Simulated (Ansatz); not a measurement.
C3H8OSi can be A, `C=C[SiH](C)O`, or B, `C[SiH]1CCO1`.

Calculated with Ansatz (gas phase, PBE0-D4/def2-TZVP geometries, no zero-point term in ΔE). CCSD(T)/CBS adds triple-zeta CCSD(T) − MP2 to the extrapolated MP2 energy (def2 sets, frozen cores). Functionals use def2-TZVPP. One conformer a species, not always the lowest.

(1) Which isomer does CCSD(T)/CBS put lower? Give the gap. (Estimate.)

(2) Give E(B) − E(A) in kcal/mol with PBE0-D4, PBE-D4, B2PLYP, CCSD(T)/def2-TZVPP, MP2/def2-TZVPP, CCSD/def2-TZVPP, ωB97M-V. (Estimate.)

Largest T1 diagnostic: 0.011.

Results:

(1) Computed: A, by 10.3 kcal/mol.

(2) The calculation gave: PBE0-D4 5.5, PBE-D4 6.5, B2PLYP 10.3, CCSD(T)/def2-TZVPP 9.6, MP2/def2-TZVPP 8.6, CCSD/def2-TZVPP 9.6, ωB97M-V 7.9. None reverses the order clearly.

In def2-TZVPP, CCSD(T) changes the Hartree–Fock value by −3.1 kcal/mol (the triples alone add +0.1 kcal/mol) and MP2 by −4.2 kcal/mol. From PBE to PBE0 (25 % exact exchange), in def2-TZVPP and without D4, E(B) − E(A) moves by −1.1 kcal/mol.
